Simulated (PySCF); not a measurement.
BCl2, SMILES [B-](Cl)Cl (connectivity only; charge and spin as stated), charge -1, multiplicity 1.

Geometry optimised at PBE0-D3(BJ)/def2-TZVPD.

Computed with PySCF with PBE/def2-TZVPD.

 A positive occupied level means that this level leaves the electron formally unbound; only the finite basis holds it.

| Property | Value |
|---|---|
| total energy | -944.91924 hartree |
| point group | C2v |
| highest occupied level | 0.79 eV |
| lowest empty level | 2.84 eV |
| orbital gap | 2.05 eV |
| dipole moment about the centre of nuclear charge | 2.95 D |
| mean static polarisability | 97.1 bohr³ (14.38 Å³) |
| polarisability, principal values | 72.3, 109.4, 109.5 bohr³ |
